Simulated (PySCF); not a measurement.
Relaxation of singlet SbO2Cl

All numbers come from PBE0 in PySCF with Sb def2-TZVP with ECP28, O def2-TZVP, Cl def2-TZVP; scalar-relativistic core potentials, no spin–orbit coupling; density-fitted integrals. A (50,194) grid was used.

A hand-made T-shaped (ligand arrangement 1) start, of C2v symmetry, held to at least that symmetry:

```xyz
4
charge 0 multiplicity 1, angstrom
Sb    0.0000    0.0000   -0.4562
O     1.8988    0.0000   -0.3899
O    -1.8988    0.0000   -0.3899
Cl    0.0000    0.0000    1.9338
```

What forces act on the atoms at the start (eV/Å)?


| atom | Fx | Fy | Fz |
| --- | --- | --- | --- |
| Sb1 | 0.00 | 0.00 | 3.72 |
| O2 | -2.74 | 0.00 | -1.54 |
| O3 | 2.74 | 0.00 | -1.54 |
| Cl4 | 0.00 | 0.00 | -0.64 |

What does it relax to?

It ends at C2v with Sb–Cl 2.303 Å, Sb–O 1.789 Å (×2); Cl–Sb–O 111.1° (×2), O–Sb–O 137.9°. A frequency run shows a minimum. Other isomers or separated fragments may lie lower.

How much energy is released, and in how many steps?

145.7 kJ/mol in 6 steps.
